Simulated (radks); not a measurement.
Results of a calculation; reference values are marked as such.
Question: Ionisation of S+, [Ne] 3s2 3p3, to S2+, [Ne] 3s2 3p2, under several functionals. Scalar-relativistic Kohn-Sham, spin-polarised, spherical densities, finite nucleus; open shells are filled with parallel spins first; a radial shooting solver on a logarithmic mesh with Libxc functionals. Known Delta-SCF values: LDA (Slater exchange, Perdew-Zunger correlation) 23.286 eV; BP86 23.390 eV; XLYP 23.094 eV. What does LDA (Slater exchange, Perdew-Wang correlation) give, and what is its highest occupied eigenvalue?

Answer: 23.327 eV by Delta-SCF; the 3p eigenvalue is -17.871 eV. NIST: 23.338 eV (measured).
